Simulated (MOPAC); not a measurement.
MOPAC input (AM1):

```
AM1 PRECISE GNORM=0.05 LET XYZ GEO-OK AUX(PRECISION=9) THREADS=1
C4H8

C    -1.95105108 1    0.13248936 1   -0.04399183 1
C    -0.50694792 1    0.29325068 1    0.31313964 1
C     0.50694792 1   -0.29325068 1   -0.31313964 1
C     1.95105108 1   -0.13248936 1    0.04399183 1
H    -2.07809854 1   -0.53645292 1   -0.89653654 1
H    -2.40593983 1    1.09501804 1   -0.29633442 1
H    -2.52350439 1   -0.27380771 1    0.79522323 1
H    -0.28987359 1    0.94664166 1    1.15587905 1
H     0.28987359 1   -0.94664166 1   -1.15587905 1
H     2.07809854 1    0.53645292 1    0.89653654 1
H     2.52350439 1    0.27380771 1   -0.79522323 1
H     2.40593983 1   -1.09501804 1    0.29633442 1
```

From the output:

```
                                                       MOPAC v23.2.5 Linux

          FINAL HEAT OF FORMATION =         -3.39782 KCAL/MOL =     -14.21646 KJ/MOL

          COSMO AREA              =        111.33 SQUARE ANGSTROMS
          COSMO VOLUME            =         94.34 CUBIC ANGSTROMS

          GRADIENT NORM           =          0.03829          =       0.01105 PER ATOM
          IONIZATION POTENTIAL    =          9.533436 EV
          HOMO LUMO ENERGIES (EV) =         -9.533  1.290
          NO. OF FILLED LEVELS    =         12
          MOLECULAR WEIGHT        =         56.1072         POINT GROUP:  C2h

          MOLECULAR DIMENSIONS (Angstroms)

            Atom       Atom       Distance
            H    12    H     6     5.28707
            H    11    H     7     3.40348
            H     9    H     8     2.87562

          SCF CALCULATIONS        =         23

   ATOM   CHEMICAL          X               Y               Z
  NUMBER   SYMBOL      (ANGSTROMS)     (ANGSTROMS)     (ANGSTROMS)

     1       C         -1.92486616  *   0.13223443  *  -0.04147315  *
     2       C         -0.50421619  *   0.29898051  *   0.32060769  *
     3       C          0.50421198  *  -0.29897288  *  -0.32061181  *
     4       C          1.92487096  *  -0.13225018  *   0.04148180  *
     5       H         -2.05599665  *  -0.55286105  *  -0.91473717  *
     6       H         -2.37358075  *   1.12387768  *  -0.30221024  *
     7       H         -2.49493538  *  -0.28914842  *   0.82458640  *
     8       H         -0.31492542  *   0.96653069  *   1.17812328  *
     9       H          0.31492507  *  -0.96652779  *  -1.17812237  *
    10       H          2.05599637  *   0.55286287  *   0.91473535  *
    11       H          2.49494048  *   0.28915582  *  -0.82459704  *
    12       H          2.37357423  *  -1.12386177  *   0.30220613  *

                             CARTESIAN COORDINATES

   1    C       -1.924866155     0.132234430    -0.041473151
   2    C       -0.504216191     0.298980510     0.320607692
   3    C        0.504211979    -0.298972880    -0.320611808
   4    C        1.924870961    -0.132250182     0.041481805
   5    H       -2.055996648    -0.552861049    -0.914737172
   6    H       -2.373580750     1.123877682    -0.302210236
   7    H       -2.494935380    -0.289148418     0.824586401
   8    H       -0.314925423     0.966530687     1.178123280
   9    H        0.314925069    -0.966527787    -1.178122372
  10    H        2.055996371     0.552862869     0.914735354
  11    H        2.494940481     0.289155821    -0.824597043
  12    H        2.373574233    -1.123861768     0.302206127

           Empirical Formula: C4 H8  =    12 atoms

      MOLECULAR POINT GROUP   :   C2h

                  EIGENVALUES
 -35.98241 -30.86696 -24.96886 -20.07033 -15.36354 -15.02848 -14.34334 -13.55662
 -12.62774 -12.40748 -11.82634  -9.53344   1.29045   3.90583   4.37924   4.39830
   4.51085   4.55600   4.68875   4.90607   5.01261   5.14831   5.75453   6.02708

              NET ATOMIC CHARGES AND DIPOLE CONTRIBUTIONS

  ATOM NO.   TYPE          CHARGE      No. of ELECS.   s-Pop       p-Pop
    1          C          -0.185219        4.1852     1.21369     2.97153
    2          C          -0.169635        4.1696     1.22651     2.94313
    3          C          -0.169637        4.1696     1.22651     2.94313
    4          C          -0.185218        4.1852     1.21369     2.97153
    5          H           0.075919        0.9241     0.92408
    6          H           0.080547        0.9195     0.91945
    7          H           0.080551        0.9194     0.91945
    8          H           0.117837        0.8822     0.88216
    9          H           0.117836        0.8822     0.88216
   10          H           0.075918        0.9241     0.92408
   11          H           0.080549        0.9195     0.91945
   12          H           0.080551        0.9194     0.91945
 DIPOLE           X         Y         Z       TOTAL
 POINT-CHG.    -0.000     0.000     0.000     0.000
 HYBRID        -0.000    -0.000    -0.000     0.000
 SUM           -0.000    -0.000     0.000     0.000

          ATOMIC ORBITAL ELECTRON POPULATIONS

     Atom    s        px        py        pz
    1  C   1.21369   0.94266   1.01600   1.01286
    2  C   1.22651   0.94013   1.00320   0.99980
    3  C   1.22651   0.94013   1.00320   0.99980
    4  C   1.21369   0.94266   1.01600   1.01286
    5  H   0.92408
    6  H   0.91945
    7  H   0.91945
    8  H   0.88216
    9  H   0.88216
   10  H   0.92408
   11  H   0.91945
   12  H   0.91945

 **********************
 *                    *
 * JOB ENDED NORMALLY *
 *                    *
 **********************

 == MOPAC DONE ==
```

The geometry given is a B3LYP-D3(BJ)/def2-TZVP minimum.
